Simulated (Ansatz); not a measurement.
H₃O₄P, triplet, geometry from GFN2-xTB (a higher spin typed on purpose: for a closed-shell molecule this is an excited state). Base run: HF/pcseg-1 (Ansatz, a first-principles code).

Here is a job for Ansatz.
Ansatz 0.2 input:
```yaml
crystal:
  periodic: [false, false, false]
  atoms:
    - {symbol: O, position_ang: [0.77918714, 0.89800259, 1.38981789]}
    - {symbol: P, position_ang: [-0.01342712, -0.03654108, 0.29402552]}
    - {symbol: O, position_ang: [1.07614325, -0.55931002, -0.64721325]}
    - {symbol: O, position_ang: [-0.93075699, -1.31479553, -0.92120897]}
    - {symbol: O, position_ang: [-0.86101349, 1.15096454, -0.32530846]}
    - {symbol: H, position_ang: [1.63291358, 0.52824969, 1.60995054]}
    - {symbol: H, position_ang: [-0.53564913, -2.18592303, -0.95431307]}
    - {symbol: H, position_ang: [-1.40433700, 0.80689686, -1.03471785]}
basis:
  gaussian:
    orbitals: pcseg-1.json
hamiltonian:
  xc: hf
magnetization: {spin_polarized: true, initial_magnetization: 2}
```
The basis file holds pcseg-1 in the JSON format of the Basis Set Exchange.

The base run was repeated with changes; each row names its change, and settings that it needs were set with it.

```
change                                                            ΔE vs base (mEh)
----------------------------------------------------------------  ----------------
base                                                                         0.000
lower_state_search = off                                                     0.000
fitting.mean_field = cc-pVTZ-JKFIT                                           0.242
forces = on                                                                  0.000
lower_state_search = light                                                   0.000
nuclear_model = gaussian                                                     0.289
fitting.mean_field = def2-universal-JKFIT                                    0.272
lower_state_search = full                                                    0.000
accuracy = high                                                             -0.020
point_charge = charge:1.0 position_ang:1.1443, -2.0842, 4.8564               6.884
point_charge = charge:-1.0 position_ang:-3.9382, -1.4375, 3.4751            -2.060
```
